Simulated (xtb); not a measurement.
xtb input (GFN1-xTB):

```bash
xtb mol.xyz --gfn 1 --sp --chrg 1 --uhf 0
```
mol.xyz:
```
14

Si    -0.95498657    -0.70182475    -0.74032531
N      0.55188036    -0.01816519     0.15042733
C      0.94897049     1.33214238    -0.37816308
H      1.13945808     1.25966088    -1.44629239
H      0.13619169     2.03062229    -0.19231380
H      1.84621353     1.66839094     0.13671936
C      0.35518307     0.01050901     1.64069807
H     -0.47015645     0.68103168     1.86925344
H      0.12762793    -0.99243886     1.99390274
H      1.26440883     0.37342833     2.11483959
H     -0.55049032    -0.71466296    -2.15187404
H     -1.99953801     0.27507066    -0.40803101
H     -1.14146779    -2.03004203    -0.14256664
H      1.32948061    -0.65426644    -0.03728414
```

Output:

```
           -------------------------------------------------
          |                Calculation Setup                |
           -------------------------------------------------

           -------------------------------------------------
          |                 G F N 1 - x T B                 |
           -------------------------------------------------

        Reference                      10.1021/acs.jctc.7b00118
      * Hamiltonian:
        H0-scaling (s, p, d)           1.850000    2.250000    2.000000
        zeta-weighting                 0.000000
      * Dispersion:
        s8                             2.400000
        a1                             0.630000
        a2                             5.000000
        s9                             0.000000
      * Repulsion:
        kExp                           1.500000
        rExp                           1.000000
      * Coulomb:
        alpha                          2.000000
        third order                    atomic
        anisotropic                    false
      * Halogen bond correction:
        rad-scale                      1.300000
        damping                        0.440000

          ...................................................
          :                      SETUP                      :
          :.................................................:
          :  # basis functions                  42          :
          :  # atomic orbitals                  41          :
          :  # shells                           29          :
          :  # electrons                        26          :
          :  # halogen bonds                     0          :
          :  max. iterations                   250          :
          :  Hamiltonian                  GFN1-xTB          :
          :  restarted?                      false          :
          :  GBSA solvation                  false          :
          :  PC potential                    false          :
          :  electronic temp.          300.0000000     K    :
          :  accuracy                    1.0000000          :
          :  -> integral cutoff          0.2500000E+02      :
          :  -> integral neglect         0.1000000E-07      :
          :  -> SCF convergence          0.1000000E-05 Eh   :
          :  -> wf. convergence          0.2000000E-04 e    :
          :  Broyden damping             0.4000000          :
          :  net charge                          1          :
          :  unpaired electrons                  0          :
          ...................................................

 iter      E             dE          RMSdq      gap      omega  full diag
   1    -14.3551097 -0.143551E+02  0.638E+00    6.59       0.0  T
   2    -14.4058952 -0.507856E-01  0.374E+00    6.69       1.0  T
   3    -14.4064070 -0.511801E-03  0.785E-01    6.22       1.0  T
   4    -14.4084476 -0.204055E-02  0.168E-01    6.47       1.0  T
   5    -14.4087348 -0.287173E-03  0.344E-02    6.43       1.0  T
   6    -14.4087383 -0.348779E-05  0.993E-03    6.44       2.7  T
   7    -14.4087387 -0.399970E-06  0.107E-03    6.44      25.1  T
   8    -14.4087387 -0.122667E-07  0.427E-04    6.44      62.6  T
   9    -14.4087387 -0.253596E-08  0.385E-05    6.44     693.9  T
  10    -14.4087387 -0.924416E-11  0.486E-06    6.44    5498.4  T

   *** convergence criteria satisfied after 10 iterations ***

         #    Occupation            Energy/Eh            Energy/eV
      -------------------------------------------------------------
         1        2.0000           -1.0011950             -27.2439
       ...           ...                  ...                  ...
         7        2.0000           -0.7452338             -20.2788
         8        2.0000           -0.7125679             -19.3900
         9        2.0000           -0.7021943             -19.1077
        10        2.0000           -0.6992024             -19.0263
        11        2.0000           -0.6702515             -18.2385
        12        2.0000           -0.6516719             -17.7329
        13        2.0000           -0.6516365             -17.7319 (HOMO)
        14                         -0.4149950             -11.2926 (LUMO)
        15                         -0.3803877             -10.3509
        16                         -0.3752828             -10.2120
        17                         -0.3330719              -9.0633
        18                         -0.3269212              -8.8960
       ...                                ...                  ...
        41                          1.1323233              30.8121
      -------------------------------------------------------------
                  HL-Gap            0.2366415 Eh            6.4393 eV
             Fermi-level           -0.5333157 Eh          -14.5123 eV

 SCC (total)                   0 d,  0 h,  0 min,  0.016 sec
 SCC setup                      ...        0 min,  0.000 sec (  0.891%)
 Dispersion                     ...        0 min,  0.000 sec (  0.473%)
 classical contributions        ...        0 min,  0.000 sec (  0.191%)
 integral evaluation            ...        0 min,  0.004 sec ( 22.186%)
 iterations                     ...        0 min,  0.004 sec ( 25.996%)
 molecular gradient             ...        0 min,  0.007 sec ( 44.669%)
 printout                       ...        0 min,  0.000 sec (  1.832%)

         :::::::::::::::::::::::::::::::::::::::::::::::::::::
         ::                     SUMMARY                     ::
         :::::::::::::::::::::::::::::::::::::::::::::::::::::
         :: total energy             -14.251324060421 Eh    ::
         :: gradient norm              0.020254765564 Eh/a0 ::
         :: HOMO-LUMO gap              6.439343249025 eV    ::
         ::.................................................::
         :: SCC energy               -14.408738665989 Eh    ::
         :: -> electrostatic           0.104065531431 Eh    ::
         :: repulsion energy           0.162219145150 Eh    ::
         :: dispersion energy         -0.004804539582 Eh    ::
         :: halogen bond corr.         0.000000000000 Eh    ::
         :: add. restraining           0.000000000000 Eh    ::
         :: total charge               1.000000000000 e     ::
         :::::::::::::::::::::::::::::::::::::::::::::::::::::

           -------------------------------------------------
          |                Property Printout                |
           -------------------------------------------------

    * Orbital Energies and Occupations

         #    Occupation            Energy/Eh            Energy/eV
      -------------------------------------------------------------
         1        2.0000           -1.0011950             -27.2439
         2        2.0000           -0.8441311             -22.9700
         3        2.0000           -0.8382997             -22.8113
         4        2.0000           -0.8257552             -22.4699
         5        2.0000           -0.7816397             -21.2695
         6        2.0000           -0.7494009             -20.3922
         7        2.0000           -0.7452338             -20.2788
         8        2.0000           -0.7125679             -19.3900
         9        2.0000           -0.7021943             -19.1077
        10        2.0000           -0.6992024             -19.0263
        11        2.0000           -0.6702515             -18.2385
        12        2.0000           -0.6516719             -17.7329
        13        2.0000           -0.6516365             -17.7319 (HOMO)
        14                         -0.4149950             -11.2926 (LUMO)
        15                         -0.3803877             -10.3509
        16                         -0.3752828             -10.2120
Note: The following floating-point exceptions are signalling: IEEE_DENORMAL
normal termination of xtb
        17                         -0.3330719              -9.0633
        18                         -0.3269212              -8.8960
        19                         -0.3082152              -8.3870
        20                         -0.2669273              -7.2635
        21                         -0.2556707              -6.9572
        22                         -0.2539156              -6.9094
        23                         -0.2464884              -6.7073
        24                         -0.2413599              -6.5677
       ...                                ...                  ...
        41                          1.1323233              30.8121
      -------------------------------------------------------------
                  HL-Gap            0.2366415 Eh            6.4393 eV
             Fermi-level           -0.5333157 Eh          -14.5123 eV

  Mulliken/CM5 charges         n(s)   n(p)   n(d)
     1Si    0.47659  0.23013   1.350  1.614  0.559
     2N    -0.23131 -0.61532   1.486  3.746  0.000
     3C     0.04066 -0.05704   1.006  2.953  0.000
     4H     0.07969  0.14157   0.920  0.000  0.000
     5H     0.07688  0.13948   0.923  0.000  0.000
     6H     0.07786  0.13869   0.922  0.000  0.000
     7C     0.04066 -0.05704   1.006  2.953  0.000
     8H     0.07688  0.13948   0.923  0.000  0.000
     9H     0.07969  0.14157   0.920  0.000  0.000
    10H     0.07786  0.13869   0.922  0.000  0.000
    11H    -0.01720  0.06924   1.017  0.000  0.000
    12H    -0.01952  0.06733   1.020  0.000  0.000
    13H    -0.01720  0.06924   1.017  0.000  0.000
    14H     0.25846  0.45397   0.742  0.000  0.000

Wiberg/Mayer (AO) data.
largest (>0.10) Wiberg bond orders for each atom

 ---------------------------------------------------------------------------
     #   Z sym  total        # sym  WBO       # sym  WBO       # sym  WBO
 ---------------------------------------------------------------------------
     1  14 Si   3.704 --    12 H    0.922    13 H    0.920    11 H    0.920
                             2 N    0.766
     2   7 N    3.508 --     7 C    0.911     3 C    0.911    14 H    0.898
                             1 Si   0.766
     3   6 C    3.921 --     6 H    0.981     5 H    0.980     4 H    0.974
                             2 N    0.911
     4   1 H    0.995 --     3 C    0.974
     5   1 H    0.995 --     3 C    0.980
     6   1 H    0.995 --     3 C    0.981
     7   6 C    3.921 --    10 H    0.981     8 H    0.980     9 H    0.974
                             2 N    0.911
     8   1 H    0.995 --     7 C    0.980
     9   1 H    0.995 --     7 C    0.974
    10   1 H    0.995 --     7 C    0.981
    11   1 H    0.992 --     1 Si   0.920
    12   1 H    0.992 --     1 Si   0.922
    13   1 H    0.992 --     1 Si   0.920
    14   1 H    0.941 --     2 N    0.898
 ---------------------------------------------------------------------------

Topologies differ in total number of bonds
Writing topology from bond orders to xtbtopo.mol

 dipole moment from electron density (au)
     X       Y       Z
   0.7587  -0.1078   0.1526  total (Debye):    1.986

           -------------------------------------------------
          | TOTAL ENERGY              -14.251324060421 Eh   |
          | GRADIENT NORM               0.020254765564 Eh/α |
          | HOMO-LUMO GAP               6.439343249025 eV   |
           -------------------------------------------------

------------------------------------------------------------------------
------------------------------------------------------------------------
 total:
 SCF:
```

It need not be the lowest isomer of its formula.
